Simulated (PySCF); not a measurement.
**ORD: SMILES CC[C@@H]1C[C@H]1CN, C6H13N**

Molfile (atoms numbered from 1):
```
C6H13N
     RDKit          3D

 20 20  0  0  0  0  0  0  0  0999 V2000
   -2.9650    0.1348   -0.0426 C   0  0  0  0  0  0  0  0  0  0  0  0
   -1.6331    0.6351   -0.5939 C   0  0  0  0  0  0  0  0  0  0  0  0
   -0.4974   -0.2700   -0.1786 C   0  0  2  0  0  0  0  0  0  0  0  0
    0.1560   -0.0853    1.1598 C   0  0  0  0  0  0  0  0  0  0  0  0
    0.9075    0.2489   -0.0973 C   0  0  1  0  0  0  0  0  0  0  0  0
    2.0769   -0.6170   -0.5272 C   0  0  0  0  0  0  0  0  0  0  0  0
    3.3395   -0.2829    0.1141 N   0  0  0  0  0  0  0  0  0  0  0  0
   -3.1889   -0.8555   -0.4329 H   0  0  0  0  0  0  0  0  0  0  0  0
   -2.9236    0.0731    1.0424 H   0  0  0  0  0  0  0  0  0  0  0  0
   -3.7734    0.8060   -0.3221 H   0  0  0  0  0  0  0  0  0  0  0  0
   -1.6834    0.6801   -1.6853 H   0  0  0  0  0  0  0  0  0  0  0  0
   -1.4441    1.6465   -0.2273 H   0  0  0  0  0  0  0  0  0  0  0  0
   -0.6111   -1.2917   -0.5232 H   0  0  0  0  0  0  0  0  0  0  0  0
    0.4519   -0.9650    1.7126 H   0  0  0  0  0  0  0  0  0  0  0  0
   -0.1848    0.7266    1.7856 H   0  0  0  0  0  0  0  0  0  0  0  0
    1.0499    1.3036   -0.3113 H   0  0  0  0  0  0  0  0  0  0  0  0
    2.2247   -0.5290   -1.6084 H   0  0  0  0  0  0  0  0  0  0  0  0
    1.8610   -1.6646   -0.2991 H   0  0  0  0  0  0  0  0  0  0  0  0
    3.2441   -0.3631    1.1217 H   0  0  0  0  0  0  0  0  0  0  0  0
    3.5884    0.6799   -0.0901 H   0  0  0  0  0  0  0  0  0  0  0  0
  1  2  1  0
  2  3  1  0
  3  4  1  0
  4  5  1  0
  5  6  1  0
  6  7  1  0
  5  3  1  0
  1  8  1  0
  1  9  1  0
  1 10  1  0
  2 11  1  0
  2 12  1  0
  3 13  1  6
  4 14  1  0
  4 15  1  0
  5 16  1  1
  6 17  1  0
  6 18  1  0
  7 19  1  0
  7 20  1  0
M  END
```

The calculation used TDDFT B3LYP/def2-SVPD circular dichroism and optical rotation, one conformer, gas phase (PySCF). Geometry: GFN2-xTB.

The molecule is flexible and this is one conformer; a measurement averages over conformers. States above about 6.5 eV (minus the energy of the highest occupied orbital) lie near or above the ionisation threshold and depend on the basis.

Stereocentres: C3 R, C5 R.

Problem. Give the optical rotatory dispersion at 633, 589.3, 546, 436, 405, 365, 355 nm.

Solution. [α] in deg dm⁻¹ (g/mL)⁻¹:
| λ (nm) | origin-invariant length gauge | modified velocity gauge | length gauge (centre of mass) | isotropic polarisability (au) |
| --- | --- | --- | --- | --- |
| 633 | -169.7 | -164.3 | -169.4 | 82.9 |
| 589.3 | -196.9 | -190.5 | -196.6 | 83.2 |
| 546 | -231.0 | -223.2 | -230.6 | 83.6 |
| 436 | -370.9 | -356.3 | -370.4 | 85.0 |
| 405 | -433.2 | -414.8 | -432.6 | 85.6 |
| 365 | -537.6 | -511.3 | -536.8 | 86.8 |
| 355 | -568.8 | -539.6 | -567.9 | 87.1 |

Problem. And for the mirror image at 589.3 nm?

Solution. +196.9 deg dm⁻¹ (g/mL)⁻¹ (origin-invariant length gauge): the same size and the opposite sign.

Problem. What is the molar rotation [Φ] = [α]·M/100 of the geometry above at 589.3 nm?

Solution. With M = 99.18 g/mol, -195.3 deg cm² dmol⁻¹ (origin-invariant length gauge).

The first excitation lies at 6.00 eV (207 nm) with R = +16.4 × 10⁻⁴⁰ esu² cm² (velocity form).
